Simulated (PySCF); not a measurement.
Computed IR spectrum (relative IR intensity) of a molecule C2H5BO3. Geometry optimised at PBE-D3(BJ)/def2-SVP. Other conformers were not sampled. These are PBE-D3(BJ)/def2-SVP (PySCF 2.14.0) values and carry that method's errors. No scaling factor is applied to the harmonic values.

```tsv
ν (cm⁻¹)	relative intensity
300	5.8
426	5.2
526	6.4
697	7.4
726	44
830	22
987	23
1141	100
1206	19
1268	21
1347	5.7
1376	2.1
1379	19
1440	34
1730	55
3089	3.0
3507	32
3560	8.1
```

Q: Which molecule gave these data?
A. OCB1OCO1
B. CC(=O)OBO
C. CB(O)C(=O)O
D. CB(O)OC=O

A: C, CB(O)C(=O)O
